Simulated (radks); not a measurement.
Valence configurations of Mg I (all share [Ne]). Method: scalar-relativistic Kohn-Sham, r2SCAN, spin-unpolarised, spherical densities, finite nucleus; meta-GGA in the generalised Kohn-Sham scheme; Fermi nuclear charge, rms radius 3.057 fm; computed with a radial shooting solver on a logarithmic mesh with Libxc functionals. Energies are relative to 3s2; eigenvalues in eV.

| valence | E (eV) | e(3p) | e(3s) |
|---|---|---|---|
| 3s2 | 0.000 | - | -4.818 |
| 3s1.5 3p0.5 | 1.838 | -1.625 | -5.314 |
| 3p2 | 7.408 | -2.609 | - |
| 3s1 3p1 | 3.688 | -2.014 | -5.725 |
| 3s0.5 3p1.5 | 5.547 | -2.338 | -6.059 |

NIST lists [Ne] 3s2 as the ground configuration; this level of theory agrees among the configurations tried. The energies are those of spherical spin-averaged densities, not of single terms.
